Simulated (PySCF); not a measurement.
C₂H₆ClInO, SMILES [CH3][In]([O]C)[Cl]. Geometry optimised at PBE-D3(BJ)/def2-SVP. The structure was generated by enumeration; whether it is a known compound was not checked. The def2 effective core potentials stand for the cores of In; spin–orbit coupling is left out. Other conformers were not sampled.

Computed equilibrium geometry at PBE-D3(BJ)/def2-SVP (PySCF confirms it by a frequency run) as a Z-matrix (one conformer of several):
```
In
O 1 2.0228
C 2 1.4086 1 121.96
H 3 1.1161 2 110.62 1 121.01
H 3 1.1161 4 106.99 2 -120.60
H 3 1.1192 4 106.57 5 -113.71
C 1 2.1635 2 127.61 3 -0.07
H 7 1.1051 1 109.82 2 0.49
H 7 1.1058 8 110.53 1 -119.17
H 7 1.1058 8 110.51 9 -121.68
Cl 1 2.3684 2 108.24 3 179.96
```
Charge 0, spin multiplicity 1.
